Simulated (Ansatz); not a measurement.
`C=NC[SeH]` + H₂ → `C[SeH]` + `C=N` at 700 K and 1 bar (hydrogenolysis of a C–N bond).

Isolated molecules relaxed with PBE0-D4/def2-TZVP in Ansatz; ΔE leaves out vibrations. CCSD(T)/CBS is the MP2 limit (def2-TZVPP, def2-QZVPP) plus CCSD(T) − MP2 in def2-TZVPP, frozen cores. This one scheme is used for every species. For Se outer-core shells are correlated without core-valence functions, which leaves a few kJ/mol of doubt a bond. Scalar relativity is left out up to krypton. Each species was taken in one conformer, which may not be the lowest.

```
    species  CCSD(T)/CBS energy (Eh)  H − E (kJ/mol)  S (J/(mol·K))
`C=NC[SeH]`              -2534.47698           236.2          405.6
         H₂                 -1.17544            46.8          155.3
   `C[SeH]`              -2441.15625           157.6          325.3
      `C=N`                -94.52360           135.6          268.6
```

H − E and S are ideal-gas, rigid-rotor, harmonic terms from PBE0-D4/def2-TZVP, for one conformer and one mirror image of each species. The MP2-based limit puts H₂ 0.8 mEh under its directly extrapolated value; such offsets cancel only in part. 1 Eh = 2625.50 kJ/mol, R = 8.31446 J/(mol·K).

Problem. By hand: ΔE, ΔH, ΔS and ΔG.

Solution. ΔE = (-2441.15625) + (-94.52360) − (-2534.47698) − (-1.17544) = -0.02743 Eh = -72.0 kJ/mol. Δ(H − E) = 157.6 + 135.6 − 236.2 − 46.8 = 10.2, so ΔH = -61.8 kJ/mol. ΔS = 325.3 + 268.6 − 405.6 − 155.3 = 33.0 J/(mol·K). ΔG = -61.8 − 700 × (33.0)/1000 = -84.9 kJ/mol.

Problem. By hand: the equilibrium constant, and the temperature at which ΔG would vanish if ΔH and ΔS stayed fixed.

Solution. log₁₀ K = −ΔG/(RT ln 10) = 6.3. ΔH and −TΔS have one sign here, so there is no such temperature.

TΔS isn't small against ΔH here. A doubt of 5 kJ/mol in ΔE shifts log₁₀ K by 0.4 here. Other conformers and mirror images would add mixing entropy, several J/(mol·K) or more a flexible species. These are equilibria of isolated gas molecules and say nothing of rates. Largest T1 diagnostic: 0.012 (customary marks: 0.02 for closed shells, 0.045 for open ones).
